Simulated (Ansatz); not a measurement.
Computed with Ansatz on PBE0-D4/def2-TZVP structures; ΔE is electronic, products minus reactants. CCSD(T)/CBS adds triple-zeta CCSD(T) − MP2 to the extrapolated MP2 energy (def2 sets, frozen cores). This one scheme is used for every species. DFT in def2-TZVPP. For Ge outer-core shells are correlated without core-valence functions, which leaves a few kJ/mol of doubt a bond. Scalar relativity is left out up to krypton. One conformer a species, not always the lowest.

`F[SiH2][GeH3]` + `O[SiH](O)O` → `O[SiH](O)[O][GeH3]` + `F[SiH3]`  (cleavage of the Ge–Si bond)

CCSD(T)/CBS gives -26.9 kJ/mol.

Q: Another level gave -11.9 kJ/mol. Which?
A. HF/def2-TZVPP
B. r2SCAN/def2-TZVPP
C. PBE0/def2-TZVPP
D. SCS-MP2/def2-TZVPP

A: C. PBE0 -11.9, r2SCAN -20.0, SCS-MP2/def2-TZVPP -43.3, HF/def2-TZVPP -51.8 kJ/mol.

Largest T1 diagnostic among the species: 0.012.

From PBE to PBE0 (25 % exact exchange), in def2-TZVPP and without D4, ΔE moves by −5.5 kJ/mol. In def2-TZVPP, CCSD(T) changes the Hartree–Fock value by +19.4 kJ/mol (the triples alone add +1.2 kJ/mol) and MP2 by +14.9 kJ/mol.
